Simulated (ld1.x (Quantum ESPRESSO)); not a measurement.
What one change does to a pseudopotential (Li, TM)

- Element: Li (Z = 3)
- Generator: ld1.x (Quantum ESPRESSO) 7.5
- Type: norm-conserving Troullier–Martins (Kleinman–Bylander form)
- Functional: PBE
- Relativity: scalar-relativistic
- Frozen core: none
- Valence charge: 3
- Reference configuration: 1s2 2s1 2p0
- Partial waves: 2p (bound, empty): rc 4.20 bohr; 1s (bound): rc 0.70 bohr
- Local potential: the s channel
- Core correction: none

Occupied shells without a wave of their own: 2s. They enter only through the test configuration that unscreens the potential.

Change: wave 1s (bound): rc 0.70 bohr becomes 1s (bound): rc 0.48 bohr.

Cutoffs: the cutoffs (Ry, on a coarse ladder) from which the occupation-weighted sum of valence levels, in a spherical-Bessel basis at the reference potential, stays within 10 and 1 mRy of its value at 400 Ry; they do not see the model core or the augmentation charge, which bear on the density cutoff. Errors are all-electron minus pseudo energies relative to the spin-unpolarised reference configuration.

Question: How do hardness, ghosts and transferability respond?

Answer: Of the 4 tests that both files solve, the error grows in 1 and shrinks in 3 by more than 15 % and 0.3 meV (median size 15.0 → 12.9 meV); the range in which the s phases agree widens (upper end 0.8 → at the end of the scan); neither file shows a bound ghost.

```tsv
quantity	base	changed
cutoff, loose	160 Ry	260 Ry
cutoff, tight	over 300 Ry	over 300 Ry
bound ghosts	none	none
error for 1s2 2s0 2p0, meV [ΔE 5.30 eV]	+22	+3.5
error for 1s2 2s0.5 2p0, meV [ΔE 2.05 eV]	+8.2	+1.3
error for 1s2 2s0 2p1, meV [ΔE 1.79 eV]	+7.5	+22
error for 1s1 2s1 2p0, meV [ΔE 68.41 eV]	+116	+24
s: phases at 4.57 bohr within 0.05 rad from the reference energy up to (Ry; the scan ends near 5)	0.8	to the end of the scan
p: phases at 4.57 bohr within 0.05 rad from the reference energy up to (Ry; the scan ends near 5)	0.6	0.6
```
